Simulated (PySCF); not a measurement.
Excitation energy of Nb by level of theory

Nb [Kr] 4d4 5s1 (6D) → Nb [Kr] 4d3 5s1 5p1 (high-spin determinant), as a difference of total energies. Calculation: PySCF 2.14, in def2-QZVPPD with the def2 core potential (28 electrons); a scalar-relativistic core potential. Correlated levels: valence: 4s2 4p6 frozen. The calculations carry no spin-orbit coupling.

| method | excitation energy (eV) |
| --- | --- |
| UHF | 1.498 |
| MP2 (valence) | 2.024 |
| SCS-MP2 (valence) | 1.673 |
| CCSD (valence) | 2.020 |
| CCSD(T) (valence) | 2.036 |

Question: How much does correlation contribute at CCSD(T) (valence)?

Answer: 2.036 − (1.498) = 0.538 eV, measured against UHF.

The determinant of the upper state mixes LS terms, which raises its energy above the lowest term, most at the Hartree-Fock and MP2 levels.
